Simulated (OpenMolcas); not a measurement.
## Co2+, Rh2+, Ir2+: d⁷ down the group

| Quantity | Value |
| --- | --- |
| Program | OpenMolcas |
| Method | CASSCF |
| Basis | ANO-R2 |
| Scalar Hamiltonian | X2C, finite nucleus |
| Spin-orbit coupling | RASSI with atomic mean-field integrals over the reference wave functions, term energies averaged over their components |

Active space for each ion: 7 electrons in 10 orbitals (d d).

Computed levels in cm-1 above ⁴F_9/2:

```csv
Level,Co2+,Rh2+,Ir2+
⁴F_7/2,808,2039,7386
⁴F_5/2,1403,3372,9700
⁴F_3/2,1812,4226,10503
⁴P_5/2,18244,14505,16815
⁴P_1/2,18887,15905,20188
²G_9/2,18967,15290,17510
²G_7/2,19749,17355,23674
²H_11/2,24934,20199,23439
²H_9/2,25613,22221,31428
weight of ⁴F in the lowest level (%),100,98,88
```

Mixed levels, with the weight of the term that names them: Ir2+ ⁴F_3/2 (51 %), Ir2+ ⁴P_1/2 (72 %), Ir2+ ²G_9/2 (64 %), Ir2+ ²H_9/2 (74 %).

Measured, with the error of the calculation in %. Measured levels: Co2+ from Sugar and Corliss, J. Phys. Chem. Ref. Data 10, 1097 (1981); Rh2+ from the list in Shadmi, J. Res. Natl. Bur. Stand. 70A, 435 (1966).

```json
{"Level": "⁴F_7/2", "Co2+": "841 (-3.9)", "Rh2+": "2148 (-5.1)"}
{"Level": "⁴F_5/2", "Co2+": "1451 (-3.3)", "Rh2+": "3486 (-3.3)"}
{"Level": "⁴F_3/2", "Co2+": "1867 (-2.9)", "Rh2+": "4322 (-2.2)"}
{"Level": "⁴P_5/2", "Co2+": "15202 (+20.0)", "Rh2+": "11062 (+31.1)"}
{"Level": "⁴P_1/2", "Co2+": "15811 (+19.5)", "Rh2+": ""}
{"Level": "²G_9/2", "Co2+": "16978 (+11.7)", "Rh2+": ""}
{"Level": "²G_7/2", "Co2+": "17766 (+11.2)", "Rh2+": ""}
{"Level": "²H_11/2", "Co2+": "22720 (+9.7)", "Rh2+": ""}
{"Level": "²H_9/2", "Co2+": "23434 (+9.3)", "Rh2+": ""}
```

The fine-structure level ⁴F_3/2 changes by a factor of 5.8 from Co2+ to Ir2+.

Without spin-orbit coupling ⁴P lies 17710, 13203, 12081 cm-1 above ⁴F in that order; the difference to the level ⁴P_5/2, of either sign, comes from spin-orbit coupling, which also lowers the zero.

Without dynamic correlation excited terms often stand tens of per cent too high (terms of higher spin than the ground term too low), and those without a measured partner can miss by more than the paired ones. Active for correlation alone: 4d; no level in the range computed is led by a configuration that fills it, so any true level of that kind is missing (holds for Co2+). Active for correlation alone: 5d; no level in the range computed is led by a configuration that fills it, so any true level of that kind is missing (holds for Rh2+). Active for correlation alone: 6d; no level in the range computed is led by a configuration that fills it, so any true level of that kind is missing (holds for Ir2+). Computed and measured levels are paired by configuration, term and J; levels that our copy of the source lacks, or whose pairing is in doubt (as where it misses far off the trend of its configuration), stay unpaired and out of the deviations. Levels of configurations outside the active space are missing.
